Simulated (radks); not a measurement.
Initial-state core-level shifts of the cerium ion Ce2+ when its valence configuration changes from [Xe] 4f2. All-electron calculation, Dirac Kohn-Sham, LDA (Slater exchange, Perdew-Wang correlation), spin-unpolarised, spherical densities, point nucleus; open shells are shared between the two j in proportion to 2j + 1. Program: a radial shooting solver on a logarithmic mesh with Libxc functionals. Shifts are changes of the shell-averaged eigenvalues in eV (positive: less bound).

valence           1s       2s       3s       3d
6s2          -19.526  -21.205  -23.480  -23.221
4f1.5 5d0.5   -2.983   -3.260   -3.747   -3.687
4f1 6s1       -8.892   -9.624  -10.619  -10.505
5d2          -13.867  -15.233  -17.621  -17.327
4f1 5d1       -6.329   -6.929   -7.980   -7.850
4f1.5 6s0.5   -4.191   -4.528   -4.986   -4.933
5d1 6s1      -16.623  -18.137  -20.475  -20.197
4f1 6p1       -9.934  -10.666  -11.662  -11.548
4f1.5 6p0.5   -4.720   -5.055   -5.512   -5.459
